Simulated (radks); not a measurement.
Results of a calculation; reference values are marked as such.
Orbital eigenvalues (eV) of the sulfur ion S2+, [Ne] 3s2 3p2, at several levels of relativity; Dirac values are averaged over j with weights 2j + 1. Spin-unpolarised spherical Kohn-Sham, BLYP, point nucleus unless stated (finite: rms radius 3.2611 fm), a radial shooting solver on a logarithmic mesh with Libxc functionals. A level marked "c x" has the speed of light scaled by that factor and shares open shells by 2j + 1; other Dirac levels either fill j = l - 1/2 first or share by 2j + 1.

shell,non-rel.,scalar-rel.,"scalar-rel., finite nucleus","Dirac, 2j+1 shares","change of magnitude, last against first (%)"
1s,-2425.5,-2433.9,-2433.9,-2433.6,+0.34
2s,-235.99,-237.28,-237.28,-237.25,+0.54
2p,-182.34,-182.37,-182.37,-182.34,0.00
3s,-39.101,-39.242,-39.242,-39.240,+0.36
3p,-27.852,-27.843,-27.843,-27.842,-0.04
3d (empty),-13.082,-13.050,-13.050,-13.051,-0.24
4s (empty),-11.918,-11.947,-11.947,-11.946,+0.23
